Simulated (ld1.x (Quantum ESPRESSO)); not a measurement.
## Reading a pseudo-wave (H)

Columns: radius, all-electron u(r) and pseudo u(r) of the 1s shell (level -6.49 eV) of hydrogen in the configuration 1s1; PBE, scalar-relativistic, PAW scheme, ld1.x (Quantum ESPRESSO) 7.5.

```
r (bohr)  all-electron  pseudo
   0.040        0.0738  0.0623
   0.080        0.1417  0.1237
   0.120        0.2040  0.1835
   0.160        0.2611  0.2409
   0.200        0.3133  0.2953
   0.240        0.3610  0.3461
   0.280        0.4043  0.3931
   0.320        0.4436  0.4359
   0.360        0.4792  0.4745
   0.400        0.5113  0.5090
   0.440        0.5401  0.5394
   0.480        0.5658  0.5661
   0.520        0.5887  0.5894
   0.560        0.6090  0.6097
   0.600        0.6269  0.6274
   0.640        0.6424  0.6427
   0.680        0.6558  0.6559
   0.720        0.6673  0.6673
   0.760        0.6770  0.6770
   0.800        0.6849  0.6849
   0.840        0.6913  0.6913
   0.880        0.6963  0.6963
   0.920        0.6999  0.6999
   0.960        0.7022  0.7022
   1.000        0.7035  0.7035
   1.040        0.7036  0.7036
```

(1) How many radial nodes do the two functions have?

(2) At about which radius was the pseudo-wave matched?

(3) Is the pseudo-wave norm-conserving?

Results:

(1) The all-electron 1s function has n − l − 1 = 0; the pseudo-wave has 0.

(2) 0.75 bohr. The columns agree to 0.0005 from 0.60 bohr on; several derivatives are matched, so the curves merge somewhat inside the radius.

(3) No, it belongs to a PAW set: the norm inside the radius is not constrained, and the difference is carried by the augmentation charge.
